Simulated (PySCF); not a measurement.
## C²⁺: excitation energy

C²⁺ [He] 2s2 (1S) → C²⁺ [He] 2s1 2p1, s spin flipped, as a difference of total energies. All numbers are calculated (PySCF 2.14, no relativity, point nucleus, in cc-pVQZ). Correlated levels: valence: 1s2 frozen. The calculations carry no spin-orbit coupling.

```
           method  excitation energy (eV)
              UHF                   8.438
    MP2 (valence)                   8.643
SCS-MP2 (valence)                   8.684
```

Task: How much does correlation contribute at MP2 (valence)?

Result: 8.643 − (8.438) = 0.205 eV, measured against UHF.

The upper determinant mixes two multiplicities, so it lies between the two terms.

The basis was made for the ground configuration and has no added diffuse functions, so the excitation energy can come out too high.

The coupled-cluster amplitudes are large for the lower state and of the upper state (T1 above 0.03 or a double amplitude above 0.15), so a single reference is strained.
